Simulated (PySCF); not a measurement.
Radial density of In (indium, neutral)

UHF, [Kr] 4d10 5s2 6s1, 2S determinant (an excited configuration). Calculation: PySCF 2.14, in aug-cc-pwCVTZ-PP with ECP28MDF (8s7p6d4f1g, 96 functions); scalar relativity through the core potential. This is the valence pseudo-density: the core potential removes the inner electrons and smooths the orbitals near the nucleus.

```json
{"r (bohr)": "0.00929", "4πr²ρ (e/bohr)": "1.285e-05", "4πr²(ρα − ρβ)": "0.0000"}
{"r (bohr)": "0.0156", "4πr²ρ (e/bohr)": "2.970e-05", "4πr²(ρα − ρβ)": "0.0000"}
{"r (bohr)": "0.0263", "4πr²ρ (e/bohr)": "5.780e-05", "4πr²(ρα − ρβ)": "0.0000"}
{"r (bohr)": "0.0442", "4πr²ρ (e/bohr)": "0.0001161", "4πr²(ρα − ρβ)": "0.0000"}
{"r (bohr)": "0.0743", "4πr²ρ (e/bohr)": "0.0004088", "4πr²(ρα − ρβ)": "0.0000"}
{"r (bohr)": "0.125", "4πr²ρ (e/bohr)": "0.003786", "4πr²(ρα − ρβ)": "0.0000"}
{"r (bohr)": "0.210", "4πr²ρ (e/bohr)": "0.05683", "4πr²(ρα − ρβ)": "0.0000"}
{"r (bohr)": "0.354", "4πr²ρ (e/bohr)": "1.192", "4πr²(ρα − ρβ)": "0.0006"}
{"r (bohr)": "0.595", "4πr²ρ (e/bohr)": "13.54", "4πr²(ρα − ρβ)": "0.0070"}
{"r (bohr)": "1.00", "4πr²ρ (e/bohr)": "18.91", "4πr²(ρα − ρβ)": "-0.0035"}
{"r (bohr)": "1.68", "4πr²ρ (e/bohr)": "4.739", "4πr²(ρα − ρβ)": "0.0353"}
{"r (bohr)": "2.83", "4πr²ρ (e/bohr)": "0.9562", "4πr²(ρα − ρβ)": "0.0042"}
{"r (bohr)": "4.76", "4πr²ρ (e/bohr)": "0.1515", "4πr²(ρα − ρβ)": "0.0689"}
{"r (bohr)": "8.01", "4πr²ρ (e/bohr)": "0.1761", "4πr²(ρα − ρβ)": "0.1756"}
{"r (bohr)": "13.5", "4πr²ρ (e/bohr)": "0.009787", "4πr²(ρα − ρβ)": "0.0098"}
```

Energies and moments cover only the electrons outside the core potential. The outer electron is Rydberg-like, and this basis confines it to a smaller radius and binds it less than a complete one would.

Question: Where is the radial spin density 4πr²(ρα − ρβ) most negative, and why is it negative at all?

Answer: Around r = 1.00 bohr, down to -0.0035 e/bohr: exchange with the open shell polarises the paired shells in an unrestricted calculation.
